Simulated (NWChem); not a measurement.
A calculation on hydronium (H3O (+1))

SMILES: [OH3+]
```xyz
4

O      0.0000     0.0774     0.0000
H     -0.4720    -0.2067     0.8177
H     -0.4720    -0.2067    -0.8177
H      0.9443    -0.2062     0.0000
```
Charge +1, spin multiplicity 1.

Program: NWChem. Structure: optimised with B3LYP/def2-SVP, a minimum by its harmonic frequencies.

Symmetry labels belong to the abelian group Cs used in the runs, with the axes of the coordinates shown; states degenerate in a higher group split over its labels.

Question: List the lowest 3 singlet excitations that TD-PBE0/aug-cc-pVDZ gives, with oscillator strengths.

Answer: 
```json
[
 {"state": "1", "symmetry": "a'", "energy (eV)": "11.46", "wavelength (nm)": "108", "f": "0.044"},
 {"state": "2", "symmetry": "a\"", "energy (eV)": "13.77", "wavelength (nm)": "90", "f": "0.014"},
 {"state": "3", "symmetry": "a'", "energy (eV)": "13.77", "wavelength (nm)": "90", "f": "0.014"}
]
```
